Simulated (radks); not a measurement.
Fractional charge and spin in the 4s shell of zinc: the spin-up occupation runs from 0 to 1 and the spin-down occupation from 0 to 1; the fullest corner is Zn, [Ar] 3d10 4s(up 1, down 1). All-electron calculation, non-relativistic Kohn-Sham, BLYP, spin-polarised, spherical densities, point nucleus. Program: a radial shooting solver on a logarithmic mesh with Libxc functionals. Energy (eV) above the fullest corner. The planes named below are the two flat planes that join the four corners, with an edge along up + down = one added electron.

\begin{tabular}{lrrrrr}
down \ up & 0 & 0.25 & 0.5 & 0.75 & 1 \\ \hline
0 & 28.015 & 22.566 & 17.668 & 13.312 & 9.492 \\
0.25 & 22.566 & 17.732 & 13.432 & 9.659 & 6.403 \\
0.5 & 17.668 & 13.432 & 9.717 & 6.511 & 3.802 \\
0.75 & 13.312 & 9.659 & 6.511 & 3.853 & 1.673 \\
1 & 9.492 & 6.403 & 3.802 & 1.673 & 0.000 \\
\end{tabular}

Corners above the fullest one (they belong to Zn+ and the next ion): (up 1, down 0) 9.492 eV, (up 0, down 1) 9.492 eV, (up 0, down 0) 28.015 eV. With half an added electron in each spin the energy lies 0.225 eV from the planes (fractional-spin error, the static-correlation error of a stretched bond), and with half an added electron in spin up alone -1.086 eV (fractional-charge error). For a frontier s shell over closed shells the exact functional lies on the planes.
